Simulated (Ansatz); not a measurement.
System: SbF₃, net charge 0, singlet state. 
Coordinates optimised at B3LYP-D3(BJ)/def2-TZVP (Ansatz, a first-principles code):
```
Sb
F 1 1.9022
F 1 1.9022 2 95.00
F 1 1.9022 2 95.00 3 -95.48
```

Basis-set convergence of Hartree-Fock and CCSD correlation energies (hartree) with Ansatz. Correlated levels leave the core frozen unless marked. No spin-orbit coupling. The frozen core is the preceding noble-gas configuration, with the filled d and f shells of earlier blocks. Past Kr the def2 sets carry scalar-relativistic core potentials.

```
basis       functions       E(HF)  E(corr, CCSD)
----------  ---------  ----------  -------------
def2-SVP           68  -537.39063       -0.66260
def2-TZVPP        143           …              …
```

Problem. Complete the blanks.

Solution. 
- def2-TZVPP, E(HF): -537.80848
- def2-TZVPP, E(corr, CCSD): -0.87666
